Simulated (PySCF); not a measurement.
Task: Give a PBE0-D3(BJ)/def2-SVP geometry of `C#CC=C=C(C#C)N(C)C`.

Result: 
```
atom  x, y, z in Å
C1     4.0406   -1.1023   -1.0995
C2     3.2151   -0.6271   -0.3471
C3     2.2590   -0.0800    0.5613
C4     1.1011    0.4323    0.1943
C5    -0.0159    0.9490   -0.3139
C6    -0.0305    2.3581   -0.5886
C7    -0.0226    3.5506   -0.8088
N8    -1.1494    0.2026   -0.6260
C9    -1.0583   -1.2122   -0.3883
C10   -2.4461    0.7959   -0.4101
H11    4.7667   -1.5180   -1.7729
H12    2.5311   -0.1068    1.6276
H13   -0.0066    4.6063   -1.0062
H14   -0.1296   -1.6052   -0.8278
H15   -1.9116   -1.7163   -0.8645
H16   -1.0572   -1.4703    0.6907
H17   -2.4313    1.8507   -0.7144
H18   -2.7722    0.7461    0.6488
H19   -3.1941    0.2722   -1.0242
```

Any rigid rotation of these coordinates is as good. Atoms count from 1 in this order. The 3 C–N bonds span 1.393 Å (C5–N8, drawn single) to 1.442 Å (N8–C10, drawn single), a spread of 0.049 Å. The C–C distances run from 1.213 Å (C6≡C7, drawn triple) to 1.436 Å (C5–C6, drawn single), a spread of 0.223 Å. N8 (nitrogen bonded to 3 C) has angles 118.5°, 116.0° and 115.9°, sum 350.5°, 0.26 Å off the plane of its three neighbours. Of the pairs four or more bonds apart, C6···H17 is among the closest relative to their van der Waals radii: 2.46 Å, 85 % of the sum of Bondi's values.

Bonds between heavy atoms (Å): C1≡C2 1.214, C2–C3 1.428, C3=C4 1.318, C4=C5 1.332, C5–C6 1.436, C6≡C7 1.213, C5–N8 1.393, N8–C9 1.437, N8–C10 1.442.

Theory: PBE0-D3(BJ)/def2-SVP geometry optimisation, gas phase in PySCF.

Point group: C1 (no symmetry element, even within 0.4 Å). Stationary, but not proved a minimum.
